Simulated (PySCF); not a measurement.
**O²⁺ (oxygen, charge +2) across methods**

[He] 2s1 2p2 3d1, one real determinant (an excited configuration). Computed with PySCF 2.14 in dyall-acv3z (15s9p4d2f, 76 functions), with no relativity, point nucleus.

| method | E (hartree) | mean ε 2s α (eV) | mean ε 2p α (eV) | mean ε 3d α (eV) | Σ⟨r²⟩ (bohr²) | ⟨S²⟩ |
| --- | --- | --- | --- | --- | --- | --- |
| MN15 | -71.4600 | -72.909 | -59.009 | -11.774 | 10.06 | 6.000 |
| M06 | -71.4535 | -72.894 | -58.188 | -11.679 | 10.28 | 6.000 |
| UHF | -71.34485 | -83.986 | -67.598 | -13.345 | 10.36 | 6.000 |
| B97-3 | -71.4580 | -73.750 | -58.863 | -11.874 | 10.30 | 6.000 |
| LDA | -70.9116 | -69.580 | -55.514 | -10.845 | 10.22 | 6.000 |
| r2SCAN | -71.4675 | -71.559 | -56.905 | -10.955 | 10.34 | 6.000 |
| CAM-B3LYP | -71.4334 | -74.661 | -60.039 | -12.749 | 10.25 | 6.000 |
| PBE | -71.4111 | -69.962 | -55.707 | -11.077 | 10.27 | 6.000 |

Question: Estimate the same row for PBE0.

Answer: E (hartree) = -71.4184; mean ε 2s α (eV) = -73.577; mean ε 2p α (eV) = -58.795; mean ε 3d α (eV) = -11.727; Σ⟨r²⟩ (bohr²) = 10.29; ⟨S²⟩ = 6.000.

⟨L²⟩ = 8.00 against 12 for a pure F term, so this real determinant mixes terms. The outer electron is Rydberg-like, and this basis confines it to a smaller radius and binds it less than a complete one would.
